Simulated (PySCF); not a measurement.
# Te²⁷⁺ (tellurium, charge +27) across methods

[Ar] 3d7, high-spin 4F determinant. Calculation: PySCF 2.14, in an uncontracted even-tempered set (17 s from 3.4 bohr⁻², ratio 2.5; 11 p from 4.4 bohr⁻², ratio 2.5; 8 d from 4.4 bohr⁻², ratio 2.5; 4 f from 20 bohr⁻², ratio 2.7; 3 g from 30 bohr⁻², ratio 2.7); no relativity, point nucleus.

| method | E (hartree) | mean ε 3p β (eV) | mean ε 3d α (eV) | mean ε 3d β (eV) | Σ⟨r²⟩ (bohr²) | ⟨S²⟩ |
| --- | --- | --- | --- | --- | --- | --- |
| PBE | -6194.73 | -1700.6 | -1513.5 | -1503.8 | 1.654 | 3.750 |
| r2SCANh | -6195.40 | -1709.0 | -1521.7 | -1511.4 | 1.652 | 3.750 |
| PBE0 | -6194.93 | -1712.0 | -1525.1 | -1514.5 | 1.653 | 3.750 |
| TPSS | -6195.20 | -1701.7 | -1513.5 | -1504.7 | 1.654 | 3.750 |
| LDA | -6189.28 | -1700.1 | -1513.3 | -1502.6 | 1.655 | 3.750 |
| UHF | -6194.18960 | -1743.9 | -1557.9 | -1544.6 | 1.652 | 3.750 |
| r2SCAN | -6195.39 | -1705.0 | -1517.5 | -1507.6 | 1.652 | 3.750 |

A non-relativistic calculation at this Z misses sizeable relativistic shifts. Spin-orbit coupling, absent here, splits the open shell strongly.
